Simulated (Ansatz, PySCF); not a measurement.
Cl₂Ga (SMILES [Cl][Ga+][Cl]), charge +1, singlet, geometry from GFN2-xTB (such geometries of metal compounds can be far from the true shape). Base run: R2SCAN/cc-pVDZ (PySCF).

Input for PySCF:
```python
from pyscf import gto, scf, dft

mol = gto.M(
    atom='''
Ga    0.000000    0.000000    0.000000
Cl    0.000000    0.000000    2.070195
Cl   -0.000000   -0.000000   -2.070195
''',
    basis='cc-pvdz',
    charge=1,
    spin=0,
    verbose=4,
)

mf = dft.RKS(mol)
mf.xc = 'r2scan'
mf.kernel()
```

The same geometry, method and basis name were run in Ansatz (a first-principles code) and PySCF, at each program's defaults and at the settings that a row names. The base is PySCF at its defaults. Differences at the defaults can come from grids, fitting, cores and function types together.

| code and settings | ΔE vs base (µEh) | basis functions | E (Eh) | SCF cycles |
|---|---|---|---|---|
| PySCF, defaults (exact integrals, its default grid, spherical functions) | 0.0 | 63 | -2844.93000 | 9 |
| Ansatz, defaults (factorised integrals, its default grid, spherical functions) | 69.1 | 63 | -2844.92993 | - |
| PySCF, density fitting with def2-universal-jkfit | -40.4 | 63 | -2844.93004 | 9 |
| PySCF, fine grid | 106 | 63 | -2844.92989 | 9 |
| Ansatz, high accuracy | 65.7 | 63 | -2844.92993 | - |
